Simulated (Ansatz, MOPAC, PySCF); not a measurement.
Complex: HBr (SMILES Br) (first 2 atoms) with H4OSi (SMILES O[SiH3]); geometry from B3LYP-D3(BJ)/def2-TZVP, rigid monomers moved along the line of their centres of mass till Br1···H5 is 3.80 Å.
(charge 0, multiplicity 1):
```xyz
8

Br    -0.4673    -1.3769    -0.0963
H      0.4134    -0.3081     0.2541
O     -0.8975     0.3212     4.1970
Si     0.7022     0.6576     4.3979
H     -1.1446    -0.2668     3.4758
H      1.4860    -0.5352     4.7995
H      0.7840     1.6965     5.4420
H      1.3045     1.1772     3.1375
```

Monomers are frozen at their geometry in the pair; levels with a basis set take the counterpoise correction. Rows marked so take none.

Frozen-core correlation. Filled d and f shells under p-block atoms count as core. CBS(a, b) extrapolates the correlation energy as X⁻³ and adds the Hartree–Fock energy of set b. Rows in 6-31G*, STO-3G carry no dispersion term and start afresh at each structure (6-31G* with six Cartesian d functions); the Pople sets are all-electron and without relativity. The state reached by PM6 isn't checked.

The values were computed with Ansatz (a program for electronic structure) with Gaussian orbitals; MOPAC for PM6 (differences of heats of formation); PySCF for 6-31G* rows, STO-3G rows, the dispersion terms. 

```csv
level,interaction energy (kcal/mol)
PM6,-0.23
HF/STO-3G (no counterpoise),0.02
PBE-D3(BJ)/def2-TZVPPD,-1.29
B3LYP/6-31G* (no counterpoise),-0.58
B3LYP/def2-TZVPPD,-0.40
B3LYP-D4/def2-TZVPPD,-0.97
PBE0-D4/def2-TZVPPD,[?]
MP2/def2-TZVPPD,-0.97
"CCSD(T)/CBS(def2-SVPD, def2-TZVPPD)",-0.95
```

### Question
Some entries are withheld; supply them.

### Answer

- PBE0-D4/def2-TZVPPD, interaction energy (kcal/mol): -1.13
